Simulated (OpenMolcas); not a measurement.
# Lines of Ag5+: computed and rescaled rates

```
Program             : OpenMolcas 26.06
Method              : MS-RASPT2, IPEA 0.25 Eh, imaginary shift 0.1 Eh (closed shells correlated: 4s)
Basis               : ANO-RCC-VTZP [7s6p4d2f1g]
Scalar Hamiltonian  : DKH2, point nucleus
Active space        : 12 electrons in 8 orbitals (RAS1 4p, at most 2 holes; RAS2 4d)
State averaging     : 2S+1 = 5 even, 5 roots; 2S+1 = 3 even, 45 roots; 2S+1 = 1 even, 49 roots
Spin-orbit coupling : RASSI with atomic mean-field integrals over the reference wave functions, term energies averaged over their components
```

Rates come from the transition moments of the reference wave functions (E1 and E2 in the length form). At fixed line strength A goes as λ^-3 for E1 and M1 and as λ^-5 for E2, so a rate at the computed wavelength can be rescaled to the measured one. Measured vacuum wavelengths follow from level energies in the list in Gamrath, thesis, University of Mons (2023). Branching counts decays inside the model space alone, at computed energies, and the table is only a selection of the E2 and M1 lines, drawn from those between levels with measured partners whose computed energy lies within a factor of 1.5 of the measured one.

```tsv
Upper	Lower	Type	λ computed (nm)	λ measured (nm)	A computed (s-1)	A rescaled (s-1)	Branching %
4d⁶ ⁵D₀	4d⁶ ⁵D₁	M1	23190	22780	1.26e-02	1.33e-02	100.0
4d⁶ ⁵D₁	4d⁶ ⁵D₂	M1	10570	10120	7.70e-02	8.77e-02	100.0
4d⁶ ⁵D₂	4d⁶ ⁵D₃	M1	7822	7933	1.30e-01	1.25e-01	100.0
4d⁶ ⁵D₃	4d⁶ ⁵D₄	M1	3870	3714	5.92e-01	6.70e-01	100.0
4d⁶ ³G₅ [74 %]	4d⁶ ³H₅ [74 %]	M1	1632	1627	9.96e-01		32.5
4d⁶ ³G₅ [74 %]	4d⁶ ³H₆	M1	1540	1551	1.80e+00		58.7
4d⁶ ³P₁(1)	4d⁶ ³P₂(1)	M1	1423	1391	8.46e+00	9.06e+00	32.5
4d⁶ ³D₂	4d⁶ ³P₂(1)	M1	823	861.4	1.73e+00		26.6
4d⁶ ¹I₆	4d⁶ ³H₅ [74 %]	M1	789.7	807.6	1.57e+00		33.2
4d⁶ ¹I₆	4d⁶ ³H₆	M1	767.5	788.5	3.08e+00		65.2
4d⁶ ¹G₄(1)	4d⁶ ³H₅ [74 %]	M1	627.9	638.2	5.55e+00		29.8
4d⁶ ¹D₂(1)	4d⁶ ³F₃(1) [74 %]	M1	556.6	590.6	6.29e+00		34.1
4d⁶ ³P₂(1)	4d⁶ ⁵D₃	M1	510.7	545	1.54e+01		84.8
4d⁶ ³H₆	4d⁶ ⁵D₄	E2	444.3	464.8	1.32e-04		100.0
4d⁶ ³F₂(1)	4d⁶ ⁵D₂	M1	440.4	468.3	2.96e+00		57.9
4d⁶ ³H₅ [74 %]	4d⁶ ⁵D₄	M1	437.2	458.5	5.65e-02		70.0
4d⁶ ³F₃(1) [74 %]	4d⁶ ⁵D₃	M1	434.3	459.8	5.64e+00		58.5
4d⁶ ³P₁(1)	4d⁶ ⁵D₂	M1	394.8	411.9	1.21e+01		46.5
4d⁶ ³G₃ [75 %]	4d⁶ ⁵D₃	M1	346.5	361.4	1.46e+00		27.5
4d⁶ ³D₁	4d⁶ ⁵D₁	M1	330.5	349.4	4.62e+00		47.3
4d⁶ ³D₂	4d⁶ ⁵D₂	M1	328.4	348.5	3.18e+00		48.7
4d⁶ ³G₄	4d⁶ ⁵D₄	M1	325	337.2	1.68e+00		48.4
4d⁶ ³D₃	4d⁶ ⁵D₄	M1	284.5	298.4	6.39e+00		51.3
4d⁶ ³P₁(2)	4d⁶ ⁵D₂	M1	198.1	209.6	1.24e+01		43.6
4d⁶ ³P₂(2)	4d⁶ ⁵D₃	M1	176.9	185.8	8.54e+00		34.7
```

Spin-changing lines and M1 lines between different terms are not rescaled, since their strength hangs on the term gaps too.

The largest correction is for 4d⁶ ⁵D₁ → 4d⁶ ⁵D₂ (M1): 7.70e-02 × (10570 / 10120)^3 = 8.77e-02 s-1, a factor of 1.14.

The computed order of these levels differs from the measured one in 1 place, and where term gaps are wrong the rates of spin-changing lines can be off by large factors.

These are rates of the free ion; in crystals, glasses and complexes forced electric-dipole and non-radiative decay shorten such lifetimes by orders of magnitude. No measured rate stands beside these. Rescaling mends the energy factor alone: line strengths can still be far off where a level mixes with configurations outside the active space, and weak or spin-changing lines hang on small mixing coefficients that depend on the term gaps too, so rescaling need not improve them.

CASPT2 breaks the degeneracy within a term, and the mean is taken; among the terms shown or strongly mixed into the levels shown the widest spread is 1200 cm-1 (4d⁶ ¹I). Active for correlation alone: 4p; no level in the range computed is led by a configuration that opens it, so any true level of that kind is missing. The CASPT2 spread within a term exceeds the gap to the next term for 4d⁶ ¹I and 4d⁶ ³D, so the order of their levels is uncertain. Measured partners are found by configuration, term and J. A level has none where our copy of the source lacks it or the pairing is in doubt (some pairs that miss far off the trend of their configuration count as doubtful). Only configurations of the active space appear.

A share in square brackets marks a mixed level and gives the weight of the term that names it. A number in round brackets counts repeated terms of one configuration in the order of the reference energies.
